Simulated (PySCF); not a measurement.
(1S)-2,2-difluorocyclopropan-1-ol (C3H4F2O), SMILES FC1([C@H](C1)O)F.

Coordinates come from a B3LYP-D3(BJ)/def2-SVP optimisation. The values are those of a single conformer.

Two levels are set side by side: TDA-PBE/def2-SVPD (PySCF) and TDA-B3LYP/def2-SVPD (PySCF). Vertical, same geometry. The lowest singlet is HOMO→LUMO 99 % with PBE and HOMO→LUMO 97 % with the other functional; states are paired by order. Differences are taken from unrounded values.

```csv
quantity,TDA-B3LYP
lowest singlet excitation (eV),6.89
lowest triplet excitation (TDA) (eV),6.59
first bright state (f over 0.05) (eV),8.39
its oscillator strength,0.06
```

Question: What does TDA-PBE give, and how far is it from TDA-B3LYP? (An estimate is asked for; the answer gives what the named calculation found.)

Answer: 
```
quantity                               TDA-PBE  TDA-PBE minus TDA-B3LYP
-------------------------------------  -------  -----------------------
lowest singlet excitation (eV)            6.30                    -0.59
lowest triplet excitation (TDA) (eV)      6.02                    -0.56
first bright state (f over 0.05) (eV)     7.66                    -0.73
its oscillator strength                   0.05                    -0.01
```

A lower first singlet is the usual sign of a functional without exact exchange. Differences between two approximate levels are no errors against the true value.

Rough cost on one machine, each run with all the roots and properties that it gave: TDA-B3LYP against TDA-PBE about 2 times.
